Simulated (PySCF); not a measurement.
A run for PySCF: R-MP2/6-31G* on C2H3N (SMILES CC#N) with ghost functions, monomers drawn apart or pushed together.

```python
from pyscf import gto, scf, dft, mp
from pyscf.data.elements import chemcore

mol = gto.M(
    atom='''
    C    -0.44192638    0.29463947    5.08235151
    C     0.19405517   -0.99083672    4.84440016
    N     0.69698458   -2.00597707    4.65052903
    H     0.15864138    0.88945643    5.77083103
    H    -0.54357561    0.83743537    4.14271619
    H    -1.43212146    0.14963662    5.51479347
    ghost-C   -0.03104439    0.42615089    0.17979373
    ghost-H    0.13438928    0.25247475   -0.88241695
    ghost-H    0.51385174    1.31955557    0.48448781
    ghost-H   -1.09710096    0.56818331    0.35652105
    ghost-H    0.32406797   -0.43201632    0.74772377
    ''',
    basis='6-31g*',
    cart=True,
    charge=0, spin=0, verbose=3, max_memory=1800)
mf = scf.RHF(mol)
mf.conv_tol = 1e-8
mf.max_cycle = 100
mf.kernel()
if not mf.converged:
    mf = mf.newton().run(mf.mo_coeff, mf.mo_occ)
pt = mp.MP2(mf, frozen=chemcore(mol)).run()
```

It printed:

```
converged SCF energy = -131.926770122785
E(RMP2) = -132.336344582331  E_corr = -0.409574459546103
E(SCS-RMP2) = -132.328671282208  E_corr = -0.401901159423281
```

Self-consistency was reached.

Cost: roughly 1.1 core-seconds.
